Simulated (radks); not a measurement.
Neutral niobium inside a hard spherical wall (all orbitals vanish at R), configuration held at [Kr] 4d4 5s1 and not refilled when levels cross. Calculated with a radial shooting solver on a logarithmic mesh with Libxc functionals: scalar-relativistic Kohn-Sham, LDA (Slater exchange, Perdew-Wang correlation), spin-polarised, spherical densities, finite nucleus; open shells are filled with parallel spins first (spin-orbit coupling, left out, can overturn this in heavy ions); Fermi nuclear charge, rms radius 4.324 fm. Eigenvalues in eV for spin up, with the zero of energy where the potential of the charges vanishes at infinity; a dash marks a level that is unbound or too diffuse for the functional's potential to be trusted. A positive occupied level is held by the wall or, in an anion where self-interaction has pushed it up, behind a barrier. The pressure on the wall is -dE/dV.

R (bohr)  E (hartree)  kinetic (hartree)    e(4s)    e(4p)   e(5s)   e(4d)  e(5p, empty)  e(6s, empty)  pressure (GPa)
free      -3815.59759           3927.384  -58.796  -35.047  -4.668  -3.811        -1.467        -0.035               0
12        -3815.59752           3927.385  -58.788  -35.039  -4.662  -3.803        -1.428         1.009         0.00127
8         -3815.59167           3927.430  -58.476  -34.733  -4.390  -3.533        -0.785         5.040           0.237
7         -3815.57993           3927.501  -58.062  -34.329  -3.986  -3.177        -0.052         8.254           0.922
6         -3815.54462           3927.682  -57.163  -33.459  -2.998  -2.393         1.542        14.234            3.82
5         -3815.43411           3928.158  -55.255  -31.634  -0.468  -0.658         5.249        26.295            17.6
4         -3815.05389           3929.588  -51.230  -27.825   6.708   3.413        14.926        53.599             101
3.5       -3814.54350           3931.436  -47.602  -24.359  15.107   7.544        25.575        80.718             280
3         -3813.39156           3935.606  -41.622  -18.432  31.793  15.039        45.612        127.95             905
2.5       -3810.42028           3946.119  -30.363   -6.568  68.105  30.285        86.706        217.73            3580
2         -3801.44770           3975.296   -4.689   21.871  155.98  65.793        180.88        409.59           18100
